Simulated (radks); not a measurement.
The nuclear charge of neutral iridium is varied continuously with 77 electrons held in [Xe] 4f14 5d7 6s2. Calculated with a radial shooting solver on a logarithmic mesh with Libxc functionals: scalar-relativistic Kohn-Sham, r2SCAN, spin-polarised, spherical densities, finite nucleus; open shells are filled with parallel spins first (spin-orbit coupling, left out, can overturn this in heavy ions); meta-GGA in the generalised Kohn-Sham scheme; Fermi nuclear charge, rms radius 5.4032 fm. By the Hellmann-Feynman theorem dE/dZ = E(electron-nucleus)/Z, the electronic potential at the nucleus (averaged over a nucleus of fixed radius). The scalar-relativistic energy here is not variational (the density holds large components alone), so the two differ by a part that grows with Z.

Z,E (hartree),E(electron-nucleus)/Z (hartree),HOMO,e(HOMO) (eV),<r> HOMO (bohr)
76.75,-17681.6968,-571.511,5d,-3.473,1.819
77,-17826.1453,-574.395,5d,-5.973,1.752
77.25,-17971.3301,-577.281,6s,-7.990,2.887
77.5,-18117.2520,-580.169,6s,-10.112,2.787
77.75,-18263.9118,-583.060,6s,-12.347,2.699
78,-18411.3104,-585.955,6s,-14.688,2.620

The central difference of E at Z = 77 is -579.267 hartree, to compare with the third column; the second derivative is -11.8 hartree.
